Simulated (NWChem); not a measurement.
System: C4H4O2; SMILES C1=COC=CO1

Here is an NWChem input.

```
start job
memory heap 200 mb stack 900 mb global 1100 mb
geometry units angstroms
  C      1.118378     0.709146    -0.014310
  C      1.175064    -0.609368     0.041897
  O      0.061711    -1.435639     0.061200
  C     -1.118378    -0.709146     0.014310
  C     -1.175064     0.609368    -0.041897
  O     -0.061711     1.435639    -0.061200
  H      1.987372     1.342299    -0.028882
  H      2.095155    -1.164686     0.077988
  H     -1.987372    -1.342299     0.028882
  H     -2.095155     1.164686    -0.077988
end
basis spherical
  * library def2-svp
end
dft
  xc xpbe96 cpbe96
  disp vdw 4
  iterations 150
end
driver
  maxiter 120
end
task dft optimize
task dft freq
```

The level has its own optimisation; frequencies are unscaled.

**Question.** What results follow from this input? (PBE-D3(BJ)/def2-SVP.) Quantities: r C–C (Å); r C–O (Å); r C–H (Å); highest harmonic frequency (cm⁻¹); lowest (cm⁻¹); zero-point energy (kcal/mol).

**Answer.** 
```
Property                           Result
---------------------------------  ------
r C–C (Å)                           1.344
r C–O (Å)                           1.388
r C–H (Å)                           1.097
highest harmonic frequency (cm⁻¹)    3191
lowest (cm⁻¹)                          89
zero-point energy (kcal/mol)         45.1
```
